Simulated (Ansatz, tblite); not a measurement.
Forces on K₂H₃ at its PBE0-D4/def2-TZVP geometry. Charge 0, multiplicity 2.

The xTB rows come from tblite. In the doublet, H4 and H5 lie 0.76 Å apart (atoms count from 1), so H2 has formed as a molecule. The structure comes from a short search, and lower isomers may exist.

GFN1-xTB (tblite), largest force 1.07 eV/Å:

```xyz
5
positions Å, forces eV/Å
K    -1.007    2.867    0.950    0.515   -0.123   -0.082
K     1.802    0.383   -0.056   -0.490    0.250    0.124
H    -0.632    0.574    0.213   -0.342    0.166    0.071
H    -0.268   -1.600   -0.447   -0.255    0.562    0.185
H     0.104   -2.224   -0.660    0.572   -0.856   -0.298
```

GFN2-xTB (tblite), largest force 0.95 eV/Å:

```
K 0.322 -0.309 -0.124
K -0.170 0.327 0.114
H -0.113 0.051 0.026
H -0.468 0.734 0.253
H 0.429 -0.802 -0.270
```

r2SCAN-D4/def2-TZVP (Ansatz), largest force 0.08 eV/Å:

```
K -0.015 0.034 0.012
K 0.018 -0.023 -0.008
H -0.019 -0.005 0.000
H 0.046 -0.059 -0.021
H -0.031 0.052 0.018
```
